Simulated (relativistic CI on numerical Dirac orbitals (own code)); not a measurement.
**Ni2+: L-alpha,beta X-ray emission**

Computed with this model: Dirac-Coulomb-Breit CI, separate exchange-only KLI orbitals for each configuration, model QED (radiative potential, 1s self-energy scaled to tabulated hydrogen-like ionisation energies), valence Slater integrals scaled by 0.8, multiplet model of X-ray emission after core ionisation; configurations [Ar] 3d8 → [He] 2s2 2p5 3s2 3p6 3d8 → [Ar] 3d7; 300 K; Lorentzian 0.84 eV and Gaussian 0.5 eV FWHM. Energies are those of the free ion, without screening or charge transfer. S is read from ⟨S²⟩ = S(S + 1).

Field parameters in Wybourne normalisation: Oh B⁴₀ = 21Dq, B⁴₄ = √(5/14) B⁴₀. The field is a parameter set, without covalency.

free ion: ground-state S = 1.00, centroid 863.98 eV. Peaks (eV, height): 855.1 (69), 857.2 (100), 869.9 (14), 872.3 (97), 874.7 (56).

Oh, 10Dq = 3250 cm⁻¹: ground-state S = 1.00, centroid 863.05 eV. Peaks (eV, height): 855.3 (72), 857.0 (100), 872.3 (62), 874.2 (58).

Oh, 10Dq = 8950 cm⁻¹: ground-state S = 1.00, centroid 862.54 eV. Peaks (eV, height): 855.0 (100), 856.7 (79), 872.1 (69), 872.9 (69), 874.2 (48).

Oh, 10Dq = 14700 cm⁻¹: ground-state S = 1.00, centroid 862.21 eV. Peaks (eV, height): 854.9 (100), 871.2 (50), 872.7 (78).

Oh, 10Dq = 20400 cm⁻¹: ground-state S = 1.00, centroid 862.09 eV. Peaks (eV, height): 854.6 (100), 855.6 (76), 858.7 (21), 870.9 (49), 872.9 (77), 874.7 (16).

Oh, 10Dq = 26150 cm⁻¹: ground-state S = 1.00, centroid 861.99 eV. Peaks (eV, height): 849.7 (6), 854.4 (100), 856.0 (60), 857.9 (21), 859.2 (25), 870.7 (45), 872.9 (65), 875.4 (11).

Strongest unbroadened transitions for Oh, 10Dq = 8950 cm⁻¹:

| Energy (eV) | Relative strength |
| --- | --- |
| 853.79 | 28.8 |
| 854.61 | 59.2 |
| 854.87 | 49.3 |
| 854.99 | 100.0 |
| 855.03 | 27.2 |
| 855.05 | 40.9 |
| 857.29 | 27.0 |
| 858.02 | 30.3 |
| 870.61 | 31.3 |
| 871.24 | 32.8 |
| 871.53 | 43.3 |
| 872.05 | 25.6 |
| 872.16 | 82.2 |
| 872.91 | 42.5 |
| 872.93 | 64.1 |
| 872.97 | 63.2 |
| 874.38 | 41.7 |
| 874.48 | 41.5 |
